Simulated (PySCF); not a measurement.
## Correlation energy of Ho(2+) (holmium, charge +2)

[Xe] 4f11, one real determinant. Computed with PySCF 2.14 in x2c-TZVPPall (11s7p7d4f2g, 113 functions), with scalar relativity by spin-free X2C-1e. Frozen: [Kr] 4d10; 19 electrons correlated.

MP2 pair energies summed by pair of shells (mhartree):

| pair | energy | share (%) |
| --- | --- | --- |
| 4f-4f | -420.28 | 48.8 |
| 4f-5p | -229.14 | 26.6 |
| 5p-5p | -121.41 | 14.1 |
| 4f-5s | -51.79 | 6.0 |
| 5s-5p | -32.16 | 3.7 |
| 5s-5s | -6.13 | 0.7 |

Total MP2 correlation energy: -860.91 mhartree.

Same-spin part -331.66 and opposite-spin part -529.25 mhartree; SCS-MP2 scales them by 1/3 and 6/5 to -745.65 mhartree.

The reference is one real determinant that mixes LS terms of this configuration.
